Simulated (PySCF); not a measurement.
Species: 3-ethylfuran, C6H8O.
SMILES with atom numbers: `[CH3:1][CH2:2][c:3]1[cH:4][cH:5][o:6][cH:7]1` (hydrogens: H8, H9, H10 on C1; H11, H12 on C2; H13 on C4; H14 on C5; H15 on C7)

The calculation used PBE0-D3(BJ)/def2-SVP geometry optimisation, gas phase in PySCF.

Q: List the bond lengths, angles and torsions at this level.

A: 
| bond | length (Å) | order |
| --- | --- | --- |
| C1–C2 | 1.525 | single |
| C2–C3 | 1.496 | single |
| C3–C4 | 1.437 | aromatic |
| C4–C5 | 1.362 | aromatic |
| C5–O6 | 1.347 | aromatic |
| O6–C7 | 1.350 | aromatic |
| C3–C7 | 1.365 | aromatic |
| C1–H8, C1–H9, C1–H10 | 1.101 | single |
| C2–H11, C2–H12 | 1.103 | single |
| C4–H13 | 1.088 | single |
| C5–H14 | 1.087 | single |
| C7–H15 | 1.087 | single |

Bonds in one row agree within 0.01 Å and their mean is given. Orders are formal, as drawn. A selection of angles:
| angle | degrees |
| --- | --- |
| C2–C1–H8 | 111.3 |
| H8–C1–H9 | 107.7 |
| C1–C2–C3 | 113.3 |
| C1–C2–H11 | 109.8 |
| C3–C2–H11 | 109.0 |
| H11–C2–H12 | 105.9 |
| C2–C3–C4 | 127.3 |
| C2–C3–C7 | 127.7 |
| C4–C3–C7 | 105.0 |
| C3–C4–C5 | 106.3 |
| C3–C4–H13 | 127.2 |
| C5–C4–H13 | 126.5 |
| C4–C5–O6 | 110.4 |
| C4–C5–H14 | 133.3 |
| O6–C5–H14 | 116.3 |
| C5–O6–C7 | 107.3 |
| O6–C7–H15 | 116.3 |
| C3–C7–O6 | 111.0 |
| C3–C7–H15 | 132.7 |

Dihedral angles: C1–C2–C3–C4 -64° (synclinal). The mirror-image conformer, all signs reversed, is as good.

O6 (furan-type oxygen) is bent (angle 107.3°). Of the pairs four or more bonds apart, C4···H8 is among the closest relative to their van der Waals radii: 3.04 Å, 105 % of the sum of Bondi's values. The 5-membered ring C3–C4–C5–O6–C7 has internal angles of 105.0° to 111.0° (sum 540°, against 540° for a flat polygon); it is planar, 0.00 Å rms from its mean plane, widest ring torsion 0°. The 5 C–C bonds span 1.362 Å (C4–C5, aromatic) to 1.525 Å (C1–C2, drawn single), a spread of 0.163 Å.

Point group: C1 (no symmetry element, even within 0.4 Å). No frequency check. The numbers are those of one conformer.
